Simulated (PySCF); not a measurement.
## Calculated data, ClGeH, GeH2O2

All values are calculated (PySCF 2.14.0). Calculation on a computer-drawn molecule: vertical ionisation energy to the stated ion spin, frozen-core CCSD(T) at the basis limit and cheaper methods, single-reference cases, UHF for radicals, no spin-orbit; all values are single points at the evaluated structure, the first of each entry, which is the reference or a displaced copy of it and isn't optimised; the reference structure only sets the zero of the energies above reference; triples share is (T) over the correlation energy; on germanium a core potential holds 10 electrons, which the energies leave out, and 3d is frozen in MP2 and coupled-cluster steps.

Common to all runs: charge 0; multiplicity 1; ion multiplicity 2; diffuse functions no; basis and core potential on germanium cc-pVnZ-PP ECP10MDF; reference is the Hartree-Fock double-zeta minimum; best is HF at quadruple zeta + MP2 correlation extrapolated from triple and quadruple zeta + CCSD(T) minus MP2 at triple zeta; basis step is the size of the change from the same recipe one zeta lower.

```yaml
- entry: 1
  formula: ClGeH
  evaluated_structure:
    atoms_angstrom:
      - [Cl, -2.3031, -1.4782, -4.3115]
      - [Ge, 0.3724, -2.0702, -4.3764]
      - [H, 0.7605, -0.5378, -4.1813]
  reference_structure:
    atoms_angstrom:
      - [Cl, -2.3243, -1.5506, -4.2375]
      - [Ge, -0.1426, -1.9029, -4.3118]
      - [H, 0.2356, -0.3722, -4.1673]
  given:
    basis: "cc-pV(n+d)Z"
    drawn_bonds_atom: [1, 2]
    drawn_bonds_other_atom: [2, 3]
    drawn_bonds_order: [1, 1]
  results:
    "ionisation_energy_best [eV]": 10.03
    "ionisation_energy_basis_step [eV]": 0.08771
    "energy_above_reference_best [kcal/mol]": 23.82
    "energy_above_reference_basis_step [kcal/mol]": 0.2591
    triple_zeta_method: [HF, PBE, r2SCAN, B3LYP, wB97X, MP2, CCSD, "CCSD(T)"]
    "triple_zeta_ionisation_energy [eV]": [8.582, 9.707, 9.851, 9.865, 9.86, 9.901, 9.669, 9.78]
    "triple_zeta_energy_above_reference [kcal/mol]": [24.1, 20.85, 23.9, 20.88, 25.01, 25.52, 24.58, 24.2]
    "ionisation_energy_Koopmans_at_triple_zeta [eV]": 10.38
    "ionisation_energy_EOM_CCSD_at_triple_zeta [eV]": 9.878
    "total_energy_HF_triple_zeta [hartree]": -753.4772
    "total_energy_CCSD(T)_triple_zeta [hartree]": -753.8054
    "total_energy_best [hartree]": -753.8572
    T1_diagnostic_at_triple_zeta: 0.01924
    D1_diagnostic_at_triple_zeta: 0.0446
    ion_T1_diagnostic_at_triple_zeta: 0.02927
    ion_D1_diagnostic_at_triple_zeta: 0.1264
    ion_spin_squared_at_triple_zeta: 0.7611
    triples_share_at_triple_zeta: 0.0417
    basis_functions_triple_zeta: 92
    "dipole_magnitude_HF_at_triple_zeta [debye]": 6.127
    "dipole_magnitude_CCSD_unrelaxed_at_triple_zeta [debye]": 5.234
    "dipole_magnitude_PBE_at_triple_zeta [debye]": 4.549
    "dipole_magnitude_r2SCAN_at_triple_zeta [debye]": 4.797
    "dipole_magnitude_B3LYP_at_triple_zeta [debye]": 5.009
    "dipole_magnitude_wB97X_at_triple_zeta [debye]": 5.63
- entry: 2
  formula: ClGeH
  evaluated_structure:
    atoms_angstrom:
      - [Cl, -2.3615, -1.519, -4.1968]
      - [Ge, -0.2077, -1.8681, -4.3047]
      - [H, 0.3784, 0.0936, -4.0918]
  reference_structure:
    atoms_angstrom:
      - [Cl, -2.3243, -1.5506, -4.2375]
      - [Ge, -0.1426, -1.9029, -4.3118]
      - [H, 0.2356, -0.3722, -4.1673]
  given:
    basis: "cc-pV(n+d)Z"
    drawn_bonds_atom: [1, 2]
    drawn_bonds_other_atom: [2, 3]
    drawn_bonds_order: [1, 1]
  results:
    "ionisation_energy_best [eV]": 9.324
    "ionisation_energy_basis_step [eV]": 0.058
    "energy_above_reference_best [kcal/mol]": 17.25
    "energy_above_reference_basis_step [kcal/mol]": 0.0462
    triple_zeta_method: [HF, PBE, r2SCAN, B3LYP, wB97X, MP2, CCSD, "CCSD(T)"]
    "triple_zeta_ionisation_energy [eV]": [8.21, 9.02, 9.052, 9.186, 9.282, 9.057, 9.196, 9.186]
    "triple_zeta_energy_above_reference [kcal/mol]": [21.04, 14.29, 16.92, 16.12, 18.58, 19.27, 17.72, 17.12]
    "ionisation_energy_Koopmans_at_triple_zeta [eV]": 9.344
    "ionisation_energy_EOM_CCSD_at_triple_zeta [eV]": 9.282
    "total_energy_HF_triple_zeta [hartree]": -753.4821
    "total_energy_CCSD(T)_triple_zeta [hartree]": -753.8167
    "total_energy_best [hartree]": -753.8676
    T1_diagnostic_at_triple_zeta: 0.01641
    D1_diagnostic_at_triple_zeta: 0.03711
    ion_T1_diagnostic_at_triple_zeta: 0.03014
    ion_D1_diagnostic_at_triple_zeta: 0.08707
    ion_spin_squared_at_triple_zeta: 0.8187
    triples_share_at_triple_zeta: 0.04195
    basis_functions_triple_zeta: 92
    "dipole_magnitude_HF_at_triple_zeta [debye]": 2.305
    "dipole_magnitude_CCSD_unrelaxed_at_triple_zeta [debye]": 1.982
    "dipole_magnitude_PBE_at_triple_zeta [debye]": 1.979
    "dipole_magnitude_r2SCAN_at_triple_zeta [debye]": 2.0
    "dipole_magnitude_B3LYP_at_triple_zeta [debye]": 2.178
    "dipole_magnitude_wB97X_at_triple_zeta [debye]": 2.279
- entry: 3
  formula: ClGeH
  evaluated_structure:
    atoms_angstrom:
      - [Cl, -2.405, -1.4882, -4.2184]
      - [Ge, -0.0983, -1.8615, -4.3202]
      - [H, 0.1017, -0.3956, -4.0984]
  reference_structure:
    atoms_angstrom:
      - [Cl, -2.3243, -1.5506, -4.2375]
      - [Ge, -0.1426, -1.9029, -4.3118]
      - [H, 0.2356, -0.3722, -4.1673]
  given:
    basis: "cc-pV(n+d)Z"
    drawn_bonds_atom: [1, 2]
    drawn_bonds_other_atom: [2, 3]
    drawn_bonds_order: [1, 1]
  results:
    "ionisation_energy_best [eV]": 10.01
    "ionisation_energy_basis_step [eV]": 0.08101
    "energy_above_reference_best [kcal/mol]": 4.592
    "energy_above_reference_basis_step [kcal/mol]": 0.08966
    triple_zeta_method: [HF, PBE, r2SCAN, B3LYP, wB97X, MP2, CCSD, "CCSD(T)"]
    "triple_zeta_ionisation_energy [eV]": [9.291, 9.583, 9.736, 9.835, 10.04, 9.926, 9.917, 9.86]
    "triple_zeta_energy_above_reference [kcal/mol]": [4.387, 4.434, 4.67, 4.104, 4.841, 4.788, 4.783, 4.75]
    "ionisation_energy_Koopmans_at_triple_zeta [eV]": 10.08
    "ionisation_energy_EOM_CCSD_at_triple_zeta [eV]": 9.928
    "total_energy_HF_triple_zeta [hartree]": -753.5087
    "total_energy_CCSD(T)_triple_zeta [hartree]": -753.8364
    "total_energy_best [hartree]": -753.8878
    T1_diagnostic_at_triple_zeta: 0.01468
    D1_diagnostic_at_triple_zeta: 0.0379
    ion_T1_diagnostic_at_triple_zeta: 0.0404
    ion_D1_diagnostic_at_triple_zeta: 0.1488
    ion_spin_squared_at_triple_zeta: 0.8059
    triples_share_at_triple_zeta: 0.04007
    basis_functions_triple_zeta: 92
    "dipole_magnitude_HF_at_triple_zeta [debye]": 3.388
    "dipole_magnitude_CCSD_unrelaxed_at_triple_zeta [debye]": 2.974
    "dipole_magnitude_PBE_at_triple_zeta [debye]": 2.647
    "dipole_magnitude_r2SCAN_at_triple_zeta [debye]": 2.765
    "dipole_magnitude_B3LYP_at_triple_zeta [debye]": 2.914
    "dipole_magnitude_wB97X_at_triple_zeta [debye]": 3.169
- entry: 4
  formula: GeH2O2
  evaluated_structure:
    atoms_angstrom:
      - [O, 0.0029, 2.4865, -2.4869]
      - [Ge, -0.9313, 2.2113, -1.0626]
      - [O, -2.2584, 3.329, -1.3438]
      - [H, -0.2553, 3.1132, -3.1042]
      - [H, -2.2973, 3.875, -2.1641]
  reference_structure:
    atoms_angstrom:
      - [O, 0.0706, 2.479, -2.4414]
      - [Ge, -0.9695, 2.184, -1.0212]
      - [O, -2.2913, 3.3443, -1.3255]
      - [H, -0.1635, 3.1224, -3.0966]
      - [H, -2.2888, 3.901, -2.0923]
  given:
    basis: cc-pVnZ
    drawn_bonds_atom: [1, 2, 1, 3]
    drawn_bonds_other_atom: [2, 3, 4, 5]
    drawn_bonds_order: [1, 1, 1, 1]
  results:
    "ionisation_energy_best [eV]": 10.47
    "ionisation_energy_basis_step [eV]": 0.06319
    "energy_above_reference_best [kcal/mol]": 3.951
    "energy_above_reference_basis_step [kcal/mol]": 0.2278
    triple_zeta_method: [HF, PBE, r2SCAN, B3LYP, wB97X, MP2, CCSD, "CCSD(T)"]
    "triple_zeta_ionisation_energy [eV]": [9.511, 10.29, 10.37, 10.56, 10.67, 10.18, 10.31, 10.29]
    "triple_zeta_energy_above_reference [kcal/mol]": [1.869, 4.103, 2.956, 3.65, 2.976, 3.814, 3.502, 3.772]
    "ionisation_energy_Koopmans_at_triple_zeta [eV]": 10.44
    "ionisation_energy_EOM_CCSD_at_triple_zeta [eV]": 10.43
    "total_energy_HF_triple_zeta [hartree]": -444.3966
    "total_energy_CCSD(T)_triple_zeta [hartree]": -445.0086
    "total_energy_best [hartree]": -445.1041
    T1_diagnostic_at_triple_zeta: 0.01521
    D1_diagnostic_at_triple_zeta: 0.04942
    ion_T1_diagnostic_at_triple_zeta: 0.02057
    ion_D1_diagnostic_at_triple_zeta: 0.07065
    ion_spin_squared_at_triple_zeta: 0.7571
    triples_share_at_triple_zeta: 0.0363
    basis_functions_triple_zeta: 127
    "dipole_magnitude_HF_at_triple_zeta [debye]": 1.737
    "dipole_magnitude_CCSD_unrelaxed_at_triple_zeta [debye]": 1.689
    "dipole_magnitude_PBE_at_triple_zeta [debye]": 1.727
    "dipole_magnitude_r2SCAN_at_triple_zeta [debye]": 1.786
    "dipole_magnitude_B3LYP_at_triple_zeta [debye]": 1.609
    "dipole_magnitude_wB97X_at_triple_zeta [debye]": 1.696
- entry: 5
  formula: GeH2O2
  evaluated_structure:
    atoms_angstrom:
      - [O, 0.1, 2.6301, -2.4308]
      - [Ge, -0.955, 2.1311, -1.112]
      - [O, -2.2226, 3.3531, -1.2872]
      - [H, -0.2061, 3.1018, -3.1227]
      - [H, -2.3658, 3.9176, -2.1019]
  reference_structure:
    atoms_angstrom:
      - [O, 0.0706, 2.479, -2.4414]
      - [Ge, -0.9695, 2.184, -1.0212]
      - [O, -2.2913, 3.3443, -1.3255]
      - [H, -0.1635, 3.1224, -3.0966]
      - [H, -2.2888, 3.901, -2.0923]
  given:
    basis: cc-pVnZ
    drawn_bonds_atom: [1, 2, 1, 3]
    drawn_bonds_other_atom: [2, 3, 4, 5]
    drawn_bonds_order: [1, 1, 1, 1]
  results:
    "ionisation_energy_best [eV]": 10.58
    "ionisation_energy_basis_step [eV]": 0.07302
    "energy_above_reference_best [kcal/mol]": 6.231
    "energy_above_reference_basis_step [kcal/mol]": 0.275
    triple_zeta_method: [HF, PBE, r2SCAN, B3LYP, wB97X, MP2, CCSD, "CCSD(T)"]
    "triple_zeta_ionisation_energy [eV]": [9.645, 10.31, 10.44, 10.62, 10.74, 10.3, 10.42, 10.4]
    "triple_zeta_energy_above_reference [kcal/mol]": [5.136, 6.595, 6.03, 6.206, 5.948, 6.474, 6.18, 6.375]
    "ionisation_energy_Koopmans_at_triple_zeta [eV]": 10.57
    "ionisation_energy_EOM_CCSD_at_triple_zeta [eV]": 10.53
    "total_energy_HF_triple_zeta [hartree]": -444.3914
    "total_energy_CCSD(T)_triple_zeta [hartree]": -445.0044
    "total_energy_best [hartree]": -445.1004
    T1_diagnostic_at_triple_zeta: 0.01569
    D1_diagnostic_at_triple_zeta: 0.05131
    ion_T1_diagnostic_at_triple_zeta: 0.02238
    ion_D1_diagnostic_at_triple_zeta: 0.07684
    ion_spin_squared_at_triple_zeta: 0.7596
    triples_share_at_triple_zeta: 0.03643
    basis_functions_triple_zeta: 127
    "dipole_magnitude_HF_at_triple_zeta [debye]": 1.694
    "dipole_magnitude_CCSD_unrelaxed_at_triple_zeta [debye]": 1.66
    "dipole_magnitude_PBE_at_triple_zeta [debye]": 1.697
    "dipole_magnitude_r2SCAN_at_triple_zeta [debye]": 1.747
    "dipole_magnitude_B3LYP_at_triple_zeta [debye]": 1.595
    "dipole_magnitude_wB97X_at_triple_zeta [debye]": 1.663
- entry: 6
  formula: GeH2O2
  evaluated_structure:
    atoms_angstrom:
      - [O, 0.1, 2.6301, -2.4308]
      - [Ge, -0.955, 2.1311, -1.112]
      - [O, -2.2226, 3.3531, -1.2872]
      - [H, -0.1759, 3.0552, -3.0544]
      - [H, -2.3658, 3.9176, -2.1019]
  reference_structure:
    atoms_angstrom:
      - [O, 0.0706, 2.479, -2.4414]
      - [Ge, -0.9695, 2.184, -1.0212]
      - [O, -2.2913, 3.3443, -1.3255]
      - [H, -0.1635, 3.1224, -3.0966]
      - [H, -2.2888, 3.901, -2.0923]
  given:
    basis: cc-pVnZ
    drawn_bonds_atom: [1, 2, 1, 3]
    drawn_bonds_other_atom: [2, 3, 4, 5]
    drawn_bonds_order: [1, 1, 1, 1]
  results:
    "ionisation_energy_best [eV]": 10.61
    "ionisation_energy_basis_step [eV]": 0.07199
    "energy_above_reference_best [kcal/mol]": 24.5
    "energy_above_reference_basis_step [kcal/mol]": 0.7132
    triple_zeta_method: [HF, PBE, r2SCAN, B3LYP, wB97X, MP2, CCSD, "CCSD(T)"]
    "triple_zeta_ionisation_energy [eV]": [9.684, 10.36, 10.48, 10.66, 10.79, 10.34, 10.46, 10.44]
    "triple_zeta_energy_above_reference [kcal/mol]": [21.54, 26.02, 24.53, 24.69, 24.26, 25.25, 24.5, 24.99]
    "ionisation_energy_Koopmans_at_triple_zeta [eV]": 10.61
    "ionisation_energy_EOM_CCSD_at_triple_zeta [eV]": 10.57
    "total_energy_HF_triple_zeta [hartree]": -444.3652
    "total_energy_CCSD(T)_triple_zeta [hartree]": -444.9748
    "total_energy_best [hartree]": -445.0713
    T1_diagnostic_at_triple_zeta: 0.01545
    D1_diagnostic_at_triple_zeta: 0.05037
    ion_T1_diagnostic_at_triple_zeta: 0.02205
    ion_D1_diagnostic_at_triple_zeta: 0.07554
    ion_spin_squared_at_triple_zeta: 0.7592
    triples_share_at_triple_zeta: 0.03589
    basis_functions_triple_zeta: 127
    "dipole_magnitude_HF_at_triple_zeta [debye]": 1.609
    "dipole_magnitude_CCSD_unrelaxed_at_triple_zeta [debye]": 1.586
    "dipole_magnitude_PBE_at_triple_zeta [debye]": 1.633
    "dipole_magnitude_r2SCAN_at_triple_zeta [debye]": 1.678
    "dipole_magnitude_B3LYP_at_triple_zeta [debye]": 1.526
    "dipole_magnitude_wB97X_at_triple_zeta [debye]": 1.591
- entry: 7
  formula: GeH2O2
  evaluated_structure:
    atoms_angstrom:
      - [O, 0.1, 2.6301, -2.4308]
      - [Ge, -0.955, 2.1311, -1.112]
      - [O, -2.2226, 3.3531, -1.2872]
      - [H, -0.191, 3.0785, -3.0886]
      - [H, -2.3658, 3.9176, -2.1019]
  reference_structure:
    atoms_angstrom:
      - [O, 0.0706, 2.479, -2.4414]
      - [Ge, -0.9695, 2.184, -1.0212]
      - [O, -2.2913, 3.3443, -1.3255]
      - [H, -0.1635, 3.1224, -3.0966]
      - [H, -2.2888, 3.901, -2.0923]
  given:
    basis: cc-pVnZ
    drawn_bonds_atom: [1, 2, 1, 3]
    drawn_bonds_other_atom: [2, 3, 4, 5]
    drawn_bonds_order: [1, 1, 1, 1]
  results:
    "ionisation_energy_best [eV]": 10.6
    "ionisation_energy_basis_step [eV]": 0.07251
    "energy_above_reference_best [kcal/mol]": 12.85
    "energy_above_reference_basis_step [kcal/mol]": 0.4764
    triple_zeta_method: [HF, PBE, r2SCAN, B3LYP, wB97X, MP2, CCSD, "CCSD(T)"]
    "triple_zeta_ionisation_energy [eV]": [9.665, 10.33, 10.46, 10.64, 10.76, 10.32, 10.44, 10.42]
    "triple_zeta_energy_above_reference [kcal/mol]": [10.79, 13.79, 12.77, 12.95, 12.57, 13.32, 12.8, 13.14]
    "ionisation_energy_Koopmans_at_triple_zeta [eV]": 10.59
    "ionisation_energy_EOM_CCSD_at_triple_zeta [eV]": 10.55
    "total_energy_HF_triple_zeta [hartree]": -444.3823
    "total_energy_CCSD(T)_triple_zeta [hartree]": -444.9936
    "total_energy_best [hartree]": -445.0899
    T1_diagnostic_at_triple_zeta: 0.01556
    D1_diagnostic_at_triple_zeta: 0.05081
    ion_T1_diagnostic_at_triple_zeta: 0.02221
    ion_D1_diagnostic_at_triple_zeta: 0.07616
    ion_spin_squared_at_triple_zeta: 0.7594
    triples_share_at_triple_zeta: 0.03616
    basis_functions_triple_zeta: 127
    "dipole_magnitude_HF_at_triple_zeta [debye]": 1.652
    "dipole_magnitude_CCSD_unrelaxed_at_triple_zeta [debye]": 1.624
    "dipole_magnitude_PBE_at_triple_zeta [debye]": 1.666
    "dipole_magnitude_r2SCAN_at_triple_zeta [debye]": 1.713
    "dipole_magnitude_B3LYP_at_triple_zeta [debye]": 1.561
    "dipole_magnitude_wB97X_at_triple_zeta [debye]": 1.627
- entry: 8
  formula: GeH2O2
  evaluated_structure:
    atoms_angstrom:
      - [O, 0.1, 2.6301, -2.4308]
      - [Ge, -0.955, 2.1311, -1.112]
      - [O, -2.2226, 3.3531, -1.2872]
      - [H, -0.2116, 3.1103, -3.1351]
      - [H, -2.3658, 3.9176, -2.1019]
  reference_structure:
    atoms_angstrom:
      - [O, 0.0706, 2.479, -2.4414]
      - [Ge, -0.9695, 2.184, -1.0212]
      - [O, -2.2913, 3.3443, -1.3255]
      - [H, -0.1635, 3.1224, -3.0966]
      - [H, -2.2888, 3.901, -2.0923]
  given:
    basis: cc-pVnZ
    drawn_bonds_atom: [1, 2, 1, 3]
    drawn_bonds_other_atom: [2, 3, 4, 5]
    drawn_bonds_order: [1, 1, 1, 1]
  results:
    "ionisation_energy_best [eV]": 10.57
    "ionisation_energy_basis_step [eV]": 0.0732
    "energy_above_reference_best [kcal/mol]": 4.808
    "energy_above_reference_basis_step [kcal/mol]": 0.2099
    triple_zeta_method: [HF, PBE, r2SCAN, B3LYP, wB97X, MP2, CCSD, "CCSD(T)"]
    "triple_zeta_ionisation_energy [eV]": [9.638, 10.3, 10.43, 10.61, 10.73, 10.3, 10.42, 10.39]
    "triple_zeta_energy_above_reference [kcal/mol]": [4.079, 4.963, 4.559, 4.735, 4.533, 4.98, 4.768, 4.909]
    "ionisation_energy_Koopmans_at_triple_zeta [eV]": 10.57
    "ionisation_energy_EOM_CCSD_at_triple_zeta [eV]": 10.52
    "total_energy_HF_triple_zeta [hartree]": -444.3930
    "total_energy_CCSD(T)_triple_zeta [hartree]": -445.0068
    "total_energy_best [hartree]": -445.1027
    T1_diagnostic_at_triple_zeta: 0.01574
    D1_diagnostic_at_triple_zeta: 0.0515
    ion_T1_diagnostic_at_triple_zeta: 0.02245
    ion_D1_diagnostic_at_triple_zeta: 0.07711
    ion_spin_squared_at_triple_zeta: 0.7596
    triples_share_at_triple_zeta: 0.03654
    basis_functions_triple_zeta: 127
    "dipole_magnitude_HF_at_triple_zeta [debye]": 1.709
    "dipole_magnitude_CCSD_unrelaxed_at_triple_zeta [debye]": 1.673
    "dipole_magnitude_PBE_at_triple_zeta [debye]": 1.708
    "dipole_magnitude_r2SCAN_at_triple_zeta [debye]": 1.759
    "dipole_magnitude_B3LYP_at_triple_zeta [debye]": 1.607
    "dipole_magnitude_wB97X_at_triple_zeta [debye]": 1.675
- entry: 9
  formula: GeH2O2
  evaluated_structure:
    atoms_angstrom:
      - [O, 0.1, 2.6301, -2.4308]
      - [Ge, -0.955, 2.1311, -1.112]
      - [O, -2.2226, 3.3531, -1.2872]
      - [H, -0.226, 3.1325, -3.1677]
      - [H, -2.3658, 3.9176, -2.1019]
  reference_structure:
    atoms_angstrom:
      - [O, 0.0706, 2.479, -2.4414]
      - [Ge, -0.9695, 2.184, -1.0212]
      - [O, -2.2913, 3.3443, -1.3255]
      - [H, -0.1635, 3.1224, -3.0966]
      - [H, -2.2888, 3.901, -2.0923]
  given:
    basis: cc-pVnZ
    drawn_bonds_atom: [1, 2, 1, 3]
    drawn_bonds_other_atom: [2, 3, 4, 5]
    drawn_bonds_order: [1, 1, 1, 1]
  results:
    "ionisation_energy_best [eV]": 10.56
    "ionisation_energy_basis_step [eV]": 0.07368
    "energy_above_reference_best [kcal/mol]": 3.055
    "energy_above_reference_basis_step [kcal/mol]": 0.05807
    triple_zeta_method: [HF, PBE, r2SCAN, B3LYP, wB97X, MP2, CCSD, "CCSD(T)"]
    "triple_zeta_ionisation_energy [eV]": [9.62, 10.28, 10.41, 10.59, 10.71, 10.28, 10.4, 10.38]
    "triple_zeta_energy_above_reference [kcal/mol]": [3.321, 2.665, 2.675, 2.853, 2.822, 3.071, 3.068, 3.062]
    "ionisation_energy_Koopmans_at_triple_zeta [eV]": 10.55
    "ionisation_energy_EOM_CCSD_at_triple_zeta [eV]": 10.5
    "total_energy_HF_triple_zeta [hartree]": -444.3943
    "total_energy_CCSD(T)_triple_zeta [hartree]": -445.0097
    "total_energy_best [hartree]": -445.1055
    T1_diagnostic_at_triple_zeta: 0.01589
    D1_diagnostic_at_triple_zeta: 0.05204
    ion_T1_diagnostic_at_triple_zeta: 0.02264
    ion_D1_diagnostic_at_triple_zeta: 0.07785
    ion_spin_squared_at_triple_zeta: 0.7599
    triples_share_at_triple_zeta: 0.03682
    basis_functions_triple_zeta: 127
    "dipole_magnitude_HF_at_triple_zeta [debye]": 1.747
    "dipole_magnitude_CCSD_unrelaxed_at_triple_zeta [debye]": 1.706
    "dipole_magnitude_PBE_at_triple_zeta [debye]": 1.734
    "dipole_magnitude_r2SCAN_at_triple_zeta [debye]": 1.787
    "dipole_magnitude_B3LYP_at_triple_zeta [debye]": 1.635
    "dipole_magnitude_wB97X_at_triple_zeta [debye]": 1.708
- entry: 10
  formula: GeH2O2
  evaluated_structure:
    atoms_angstrom:
      - [O, 0.1172, 2.4705, -2.3903]
      - [Ge, -1.0222, 2.2395, -1.0949]
      - [O, -2.2882, 3.346, -1.2296]
      - [H, -0.1232, 3.2243, -3.0831]
      - [H, -2.2272, 3.9144, -2.1421]
  reference_structure:
    atoms_angstrom:
      - [O, 0.0706, 2.479, -2.4414]
      - [Ge, -0.9695, 2.184, -1.0212]
      - [O, -2.2913, 3.3443, -1.3255]
      - [H, -0.1635, 3.1224, -3.0966]
      - [H, -2.2888, 3.901, -2.0923]
  given:
    basis: cc-pVnZ
    drawn_bonds_atom: [1, 2, 1, 3]
    drawn_bonds_other_atom: [2, 3, 4, 5]
    drawn_bonds_order: [1, 1, 1, 1]
  results:
    triples_share_at_triple_zeta: null
    "dipole_magnitude_B3LYP_at_triple_zeta [debye]": null
    "dipole_magnitude_r2SCAN_at_triple_zeta [debye]": null
```

Question: Give the missing triples share at triple zeta for GeH2O2 (entry 10).
Answer: 0.03826

Question: GeH2O2 (entry 10): dipole magnitude B3LYP at triple zeta?
Answer: 2.328 debye

Question: Give the missing dipole magnitude r2SCAN at triple zeta for GeH2O2 (entry 10).
Answer: 2.489 debye

Question: Give the table of triple zeta values for GeH2O2 (entry 10).
Answer: 
Triple zeta:
```tsv
method	ionisation energy (eV)	energy above reference (kcal/mol)
HF	8.812	21.16
PBE	9.701	13.98
r2SCAN	9.743	14.71
B3LYP	9.935	16.15
wB97X	10.01	16.6
MP2	9.546	16.36
CCSD	9.656	17.44
CCSD(T)	9.658	16.71
```

Further results for GeH2O2 (entry 10):

- ionisation energy best: 9.83 eV
- ionisation energy basis step: 0.0587 eV
- energy above reference best: 17.67 kcal/mol
- energy above reference basis step: 0.4424 kcal/mol
- ionisation energy Koopmans at triple zeta: 9.775 eV
- ionisation energy EOM CCSD at triple zeta: 9.782 eV
- total energy HF triple zeta: -444.3658 hartree
- total energy CCSD(T) triple zeta: -444.9880 hartree
- total energy best: -445.0822 hartree
- T1 diagnostic at triple zeta: 0.01608
- D1 diagnostic at triple zeta: 0.05077
- ion T1 diagnostic at triple zeta: 0.02022
- ion D1 diagnostic at triple zeta: 0.06882
- ion spin squared at triple zeta: 0.7574
- basis functions triple zeta: 127
- dipole magnitude HF at triple zeta: 2.676 debye
- dipole magnitude CCSD unrelaxed at triple zeta: 2.479 debye
- dipole magnitude PBE at triple zeta: 2.374 debye
- dipole magnitude wB97X at triple zeta: 2.502 debye
